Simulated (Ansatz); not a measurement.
Geometry optimisation, RKS B3LYP/def2-SVP in Ansatz 0.2.0.

Input:

```yaml
crystal:
  periodic: [false, false, false]
  atoms:
    - { symbol: Si, position_ang: [0.2396, 1.2028, 0.2166] }
    - { symbol: "N", position_ang: [-0.3922, -0.3856, 0.3266] }
    - { symbol: C, position_ang: [-0.0268, -1.3743, -0.5274] }
    - { symbol: S, position_ang: [-0.5164, -2.9104, -0.343] }
    - { symbol: H, position_ang: [-0.1724, 1.7678, -1.1462] }
    - { symbol: H, position_ang: [-0.4531, 2.0528, 1.2766] }
    - { symbol: H, position_ang: [1.6883, 1.2373, 0.3741] }
    - { symbol: H, position_ang: [-1.0113, -0.5688, 1.0579] }
    - { symbol: H, position_ang: [0.7328, -1.0679, -1.2522] }
basis:
  gaussian: { orbitals: def2-SVP }
hamiltonian:
  xc: b3lyp
relax:
  f_tol: 0.015
  max_steps: 40
```

Command:

```bash
$ ansatz run input.yaml --threads 1 --pin off --max-ram 2048MiB --backend cpu --events-out ev --progress --plain --runs-dir out
```

Problem. Where does it end, and by what steps?

Solution. The forces met the threshold. After 7 steps the energy has fallen by 0.260 eV; H7 moved furthest, 0.12 Å.

| step | energy less start (eV) | largest force component (eV/Å) | accepted |
| --- | --- | --- | --- |
| 0 | 0.0000 | 2.325 | yes |
| 1 | -0.0476 | 1.536 | yes |
| 2 | -0.2190 | 0.674 | yes |
| 3 | -0.0911 | 1.602 | no |
| 4 | -0.2570 | 0.288 | yes |
| 5 | -0.2592 | 0.115 | yes |
| 6 | -0.2597 | 0.026 | yes |
| 7 | -0.2598 | 0.007 | yes |

```xyz
9
Properties=species:S:1:pos:R:3
Si 0.231 1.289 0.196
N -0.351 -0.386 0.322
C -0.027 -1.427 -0.487
S -0.567 -2.970 -0.349
H -0.095 1.849 -1.144
H -0.482 2.030 1.268
H 1.704 1.357 0.403
H -0.993 -0.646 1.073
H 0.668 -1.143 -1.297
```

The run took 19 s on 1 CPU thread of a shared host.
